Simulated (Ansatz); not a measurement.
`[CH3][GeH]([OH])[F]` → fluoromethane + `[OH][GeH]` at 400 K and 1 bar (germylene formation by 1,1-elimination).

Isolated molecules relaxed with PBE0-D4/def2-TZVP in Ansatz; ΔE leaves out vibrations. CCSD(T)/CBS adds triple-zeta CCSD(T) − MP2 to the extrapolated MP2 energy (def2 sets, frozen cores). This one scheme is used for every species. For Ge outer-core shells are correlated without core-valence functions, which leaves a few kJ/mol of doubt a bond. Scalar relativity is left out up to krypton. One conformer a species, not always the lowest.

```tsv
species	CCSD(T)/CBS energy (Eh)	H − E (kJ/mol)	S (J/(mol·K))
`[CH3][GeH]([OH])[F]`	-2292.21807	189.8	365.1
`CF`	-139.63461	117.5	234.3
`[OH][GeH]`	-2152.47759	68.5	269.6
```

H − E and S are ideal-gas, rigid-rotor, harmonic terms from PBE0-D4/def2-TZVP, for one conformer and one mirror image of each species. 1 Eh = 2625.50 kJ/mol, R = 8.31446 J/(mol·K).

**Question.** By hand: ΔE, ΔH, ΔS and ΔG.

**Answer.** ΔE = (-139.63461) + (-2152.47759) − (-2292.21807) = 0.10587 Eh = 278.0 kJ/mol. Δ(H − E) = 117.5 + 68.5 − 189.8 = -3.8, so ΔH = 274.2 kJ/mol. ΔS = 234.3 + 269.6 − 365.1 = 138.8 J/(mol·K). ΔG = 274.2 − 400 × (138.8)/1000 = 218.7 kJ/mol.

**Question.** By hand: the equilibrium constant, and the temperature at which ΔG would vanish if ΔH and ΔS stayed fixed.

**Answer.** log₁₀ K = −ΔG/(RT ln 10) = -28.6. ΔG = 0 at ΔH/ΔS = 1976 K.

The number of gas molecules changes by +1, which sets the sign of ΔS. A doubt of 5 kJ/mol in ΔE shifts log₁₀ K by 0.7 here. Other conformers and mirror images would add mixing entropy, several J/(mol·K) or more a flexible species. These are equilibria of isolated gas molecules and say nothing of rates. Largest T1 diagnostic: 0.016 (customary marks: 0.02 for closed shells, 0.045 for open ones).
